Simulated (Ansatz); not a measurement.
A nudged elastic band was laid between two geometries of CH5N + CH6Si (15 atoms, charge 0, multiplicity 1).

Computed with UKS B3LYP/6-31G (Ansatz 0.2.0).

```
movable images  : 5
climbing image  : yes
spring          : 5.0 eV/Å²
optimiser       : quadratic models (default)
start path      : through a guess of the saddle point
force threshold : 0.03 eV/Å
iteration limit : 60
end points      : relaxed
```

Initial state:

```xyz
15
Properties=species:S:1:pos:R:3
Si -1.020 -0.847 1.883
H 0.151 -0.145 2.519
H -0.489 -2.041 1.136
H -1.893 -1.364 2.997
C -1.985 0.328 0.720
H 1.846 0.403 0.043
N 1.367 0.724 -0.790
C 1.736 0.031 -2.027
H -2.826 -0.192 0.250
H -1.299 0.678 -0.059
H -2.375 1.190 1.271
H 1.351 1.736 -0.851
H 1.064 0.344 -2.834
H 2.773 0.200 -2.368
H 1.600 -1.047 -1.891
```

Final state:

```xyz
15
Properties=species:S:1:pos:R:3
Si -1.005 -0.789 -0.077
H 2.235 1.963 1.582
H -1.937 -1.342 -1.140
H -0.456 -1.973 0.674
C -2.015 0.366 1.063
H 1.780 1.512 1.201
N 0.398 0.094 -0.720
C 1.595 -0.541 -1.277
H -2.895 -0.160 1.449
H -2.364 1.251 0.517
H -1.407 0.699 1.910
H 0.295 1.075 -0.946
H 1.518 -0.761 -2.355
H 2.476 0.094 -1.123
H 1.782 -1.489 -0.759
```

**Question.** Which bonds break or form, and what moves?

**Answer.** Bonds broken: Si1–H2, H6–N7. Bonds formed: Si1–N7, H2–H6. CH5N + CH6Si becomes C2H9NSi + H2.

**Question.** What energy profile does the band end with?

**Answer.** The run converged. The highest image is number 3 of 0 to 6, 1.97 eV above the first end and 1.95 eV above the last; the last end lies 0.02 eV above the first. Neighbouring images differ by up to 1.8 eV, so the band resolves the path poorly. A vibrational analysis at the climbing image gives one clearly imaginary mode, 1143i cm⁻¹: a first-order saddle point. The orbitals stay closed-shell, which can raise the energy where a bond breaks towards radicals; this wasn't checked here. Limits of this set-up: no polarisation functions.

| image | path coordinate (Å) | energy (eV) | Si1–H2 (Å) | H6–N7 (Å) | Si1–N7 (Å) |
| --- | --- | --- | --- | --- | --- |
| 0 | 0.00 | 0.00 | 1.51 | 1.01 | 3.91 |
| 1 | 2.21 | 0.01 | 1.51 | 1.01 | 3.70 |
| 2 | 4.41 | 0.16 | 1.50 | 1.01 | 3.02 |
| 3 | 6.62 | 1.97 | 2.15 | 1.17 | 1.96 |
| 4 | 7.89 | 0.21 | 3.10 | 2.15 | 1.79 |
| 5 | 9.15 | 0.03 | 4.01 | 2.67 | 1.78 |
| 6 | 10.41 | 0.02 | 4.56 | 2.76 | 1.78 |

**Question.** What is the geometry of the highest image?

**Answer.** 
```xyz
15
Properties=species:S:1:pos:R:3
Si -0.620 -0.461 0.382
H 0.658 0.761 1.613
H -1.185 -1.128 -0.877
H -0.080 -1.603 1.183
C -2.102 0.528 1.081
H 1.121 0.786 0.477
N 0.855 0.396 -0.590
C 1.816 -0.489 -1.305
H -3.032 -0.030 0.921
H -2.191 1.492 0.567
H -1.951 0.726 2.143
H 0.527 1.167 -1.180
H 1.308 -1.087 -2.067
H 2.604 0.103 -1.777
H 2.273 -1.160 -0.573
```

Time of the run: 5 min on 2 threads of Arm Neoverse V2, on a shared host, peak memory 0.2 GiB.
